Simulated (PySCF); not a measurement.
C5H11BO3.
Structure used (PBE0-D3(BJ)/def2-SVP), in Å, numbered top down from 1:
```
atom  x, y, z in Å
C1    -2.851   -0.605   -0.506
C2    -2.927    0.068    0.643
O3    -1.918    0.537    1.417
B4    -0.556    0.468    1.222
O5     0.240    1.021    2.180
O6    -0.021   -0.123    0.130
C7     1.385   -0.157   -0.090
C8     1.679   -1.370   -0.949
C9     1.832    1.144   -0.730
H10   -1.903   -0.862   -0.975
H11   -3.784   -0.904   -0.988
H12   -3.896    0.313    1.090
H13   -0.286    1.385    2.898
H14    1.891   -0.267    0.886
H15    1.176   -1.280   -1.924
H16    2.761   -1.470   -1.124
H17    1.318   -2.286   -0.460
H18    1.305    1.299   -1.684
H19    1.617    1.994   -0.067
H20    2.914    1.130   -0.928
```

Computed at PBE0/pcSseg-1 (PySCF, non-relativistic), with Q(17O) = −0.0256 b, Q(11B) = 0.04059 b: O3, 17O (I = 5/2): χzz = -9.518 MHz, η = 0.069; B4, 11B (I = 3/2): χzz = 2.508 MHz, η = 0.179; O5, 17O (I = 5/2): χzz = -8.465 MHz, η = 0.341; O6, 17O (I = 5/2): χzz = -9.334 MHz, η = 0.156.

Question: Find the zero-field quadrupole resonance frequencies of 17O at O3.

Answer: From the eigenvalues of H = χ/[4I(2I − 1)] × [3Iz² − I(I + 1) + η(Ix² − Iy²)], steps between neighbouring levels, labelled as for η = 0: ±1/2↔±3/2 1.435 MHz, ±3/2↔±5/2 2.853 MHz (boron-bound oxygen).

Question: Find the zero-field quadrupole resonance frequencies of 11B at B4.

Answer: From ν = (|χ|/2)√(1 + η²/3): ν = 1.261 MHz (three-coordinate boron).

Question: Where would the pure quadrupole (NQR) lines of 17O at O5 fall for the rigid, isolated species?

Answer: From the eigenvalues of H = χ/[4I(2I − 1)] × [3Iz² − I(I + 1) + η(Ix² − Iy²)], steps between neighbouring levels, labelled as for η = 0: ±1/2↔±3/2 1.422 MHz, ±3/2↔±5/2 2.484 MHz (boron-bound oxygen).

Question: Find the zero-field quadrupole resonance frequencies of 17O at O6.

Answer: From the eigenvalues of H = χ/[4I(2I − 1)] × [3Iz² − I(I + 1) + η(Ix² − Iy²)], steps between neighbouring levels, labelled as for η = 0: ±1/2↔±3/2 1.437 MHz, ±3/2↔±5/2 2.787 MHz (boron-bound oxygen).

In a crystal, neighbours and librations shift these lines. The small basis limits the accuracy of the gradients.

One conformer stands for the species.
